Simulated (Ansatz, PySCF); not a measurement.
Process, species as SMILES: C[SiH2]O[SiH2]C → C[SiH2] + C[SiH2][O] (the O-Si bond at the site shown breaks; other sites are not compared here)
Each molecule is optimised on its own at B3LYP-D3(BJ)/def2-TZVP (Ansatz, a program for electronic structure), one conformer each, not searched for the lowest.
Geometry of the first species:
```
O
Si 1 1.6405
Si 1 1.6405 2 147.22
H 3 1.4845 1 109.29 2 60.66
H 2 1.4845 1 109.30 3 -60.48
H 3 1.4846 4 108.28 1 118.97
H 2 1.4846 5 108.28 1 -118.97
C 2 1.8623 5 110.45 7 -121.06
H 8 1.0917 2 110.90 5 -59.90
H 8 1.0917 9 108.20 2 121.85
H 8 1.0927 9 108.10 10 116.84
C 3 1.8623 4 110.45 6 121.07
H 12 1.0917 3 110.92 4 -179.53
H 12 1.0917 13 108.20 3 121.84
H 12 1.0927 13 108.10 14 116.84
```

Wanted: bond dissociation energy (enthalpy at 298 K, with B3LYP-D3(BJ) rigid-rotor harmonic-oscillator terms from PySCF), in kcal/mol. Correlated levels leave the core frozen unless marked. UHF or UKS for open shells. No spin-orbit coupling. Non-relativistic. CBS(X,Y): correlation extrapolated as X^-3; Hartree-Fock from the larger set. The bracket is a focal-point correction in the basis named.

```csv
level,program,bond dissociation energy (kcal/mol),minus last row
HF/cc-pVTZ,Ansatz,100.2,-34.1
PBE-D4/def2-TZVPD,Ansatz + dftd4,121.9,-12.4
BLYP/def2-TZVPD,Ansatz,116.9,-17.4
revPBE-D3(BJ)/def2-TZVPD,Ansatz + dftd3,117.1,-17.2
B3LYP-D4/def2-TZVPD,Ansatz + dftd4,125.7,-8.6
PBE0/STO-3G,Ansatz,110.0,-24.3
PBE0-D3(BJ)/def2-TZVPD,Ansatz + dftd3,124.9,-9.4
r2SCAN0/def2-TZVPD,Ansatz,123.5,-10.8
LC-wPBE/def2-TZVPD,Ansatz,126.9,-7.4
wB97M-V/def2-TZVPD,Ansatz,131.7,-2.6
B2GP-PLYP-D3(BJ)/def2-TZVPD,Ansatz + dftd3,132.4,-1.9
B2GP-PLYP/def2-TZVPD,Ansatz,130.8,-3.5
PBE-QIDH/def2-TZVPD,Ansatz,130.9,-3.4
MP2/6-31G,Ansatz,111.7,-22.6
MP2/cc-pV(T+d)Z,Ansatz,139.9,5.6
SCS-MP2/6-31G*,Ansatz,127.0,-7.3
CCSD/STO-3G,Ansatz,94.9,-39.4
CCSD/cc-pVTZ,Ansatz,126.8,-7.5
CCSD(T)/cc-pVTZ,Ansatz,128.6,-5.7
"RI-MP2/CBS(cc-pV(T+d)Z,cc-pV(Q+d)Z)+[CCSD(T)-MP2]/cc-pV(D+d)Z",Ansatz,134.9,0.6
"RI-MP2/CBS(cc-pV(T+d)Z,cc-pV(Q+d)Z)+[CCSD(T)-MP2]/cc-pV(T+d)Z",Ansatz,134.3,0.0
```
